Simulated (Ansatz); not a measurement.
```yaml
atoms:
  - { symbol: Li, position_ang: [0.0000, 0.0000, 0.0000] }
  - { symbol: O, position_ang: [0.0000, 2.2302, 1.7113] }
  - { symbol: Mg, position_ang: [0.0000, -3.0923, 2.3728] }
```

Basis set: pcseg-2 (spherical functions). Charge 0, multiplicity 4.

Computed with Ansatz (development build ahead of 0.2.0); each method stands on the lowest determinant of its kind that the runs found.

Give the atomization energy at this shape (free ground-state atoms in the same class of orbitals less the molecule, no zero-point energy) of quartet LiMgO by UHF, ROHF.

```tsv
method	atomization energy
UHF	-0.06 eV
ROHF	-0.09 eV
```

Caution: other spin multiplicities may lie lower.

The shape needn't be a minimum at these levels.
